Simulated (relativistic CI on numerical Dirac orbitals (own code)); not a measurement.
## Nb II: q coefficients and field-shift factors

Method of calculation: Dirac-Coulomb-Breit CI, KLI orbitals optimised for each configuration, valence Slater integrals scaled by 0.85, P86 correlation energy added to each configuration, derivatives by finite differences, QED left out (own radial code, finite nucleus).

CI space (outside the closed core [Kr]): 4d4, 4d3.5s, 4d3.5p, 4d2.5s.5p, 4d2.5s2, 4d3.4f, 4d3.5d, 4d2.5p2. Levels of other configurations are missing.

With x = (α/α₀)² − 1 an excitation energy changes as ω = ω₀ + qx; K = 2q/ω₀ is the relative enhancement. Terms are leading LS components, so labels can repeat. The field-shift factor is F = δν/δ⟨r²⟩ for the transition from the lowest level.

Lowest level 4d4 5D_0.

| Level | ω₀ (cm⁻¹) | q (cm⁻¹) | K | F (GHz/fm²) |
| --- | --- | --- | --- | --- |
| 4d4 5D_1 | 122.3 | 146.7 | 2.4 | 8e-06 |
| 4d4 5D_2 | 348.3 | 390.4 | 2.24 | 0.00207 |
| 4d4 5D_3 | 656.3 | 686.1 | 2.09 | 0.00763 |
| 4d4 5D_4 | 1029.8 | 1010 | 1.96 | 0.0167 |
| 4d3.5s 5F_1 | 3621.7 | -5676 | -3.13 | 3.09 |
| 4d3.5s 5F_2 | 3863.3 | -5441 | -2.82 | 3.1 |
| 4d3.5s 5F_3 | 4220.0 | -5097 | -2.42 | 3.1 |
| 4d3.5s 5F_4 | 4681.6 | -4665 | -1.99 | 3.12 |
| 4d3.5s 5F_5 | 5233.3 | -4173 | -1.59 | 3.13 |
| 4d4 3P_0 | 6530.1 | -2658 | -0.814 | 1.39 |
| 4d4 3P_1 | 7070.5 | -2224 | -0.629 | 1.45 |
| 4d4 3P_2 | 8034.6 | -1522 | -0.379 | 1.53 |
| 4d4 3F_2 | 8687.0 | -2216 | -0.51 | 1.34 |
| 4d4 3F_3 | 9007.9 | -1780 | -0.395 | 1.28 |
| 4d4 3F_4 | 9361.5 | -1328 | -0.284 | 1.19 |
| 4d4 3H_4 | 10434.8 | -275 | -0.0527 | 0.311 |
| 4d4 3H_5 | 10689.3 | -6.425 | -0.0012 | 0.301 |
| 4d4 3H_6 | 10992.5 | 311.4 | 0.0567 | 0.299 |
| 4d4 3G_3 | 11447.3 | -1721 | -0.301 | 1.26 |
| 4d4 3G_4 | 11754.7 | -1439 | -0.245 | 1.28 |
| 4d4 3G_5 | 12033.7 | -1228 | -0.204 | 1.29 |
| 4d3.5s 5P_1 | 12545.3 | -5280 | -0.842 | 3.14 |
| 4d3.5s 5P_2 | 12720.8 | -5129 | -0.806 | 3.12 |

For a near-neutral ion this model can misplace configurations by up to about 10,000 cm⁻¹ (more where the count of f electrons changes) and terms by 10 to 25 % of their spread. Rates follow the energies as ν³ (E1, M1) or ν⁵ (E2), so they and the lifetimes can be off by large factors. The fine structure of a lone outer electron comes out too small, for d and f at times inverted, and misplaced configurations move strength between like terms.
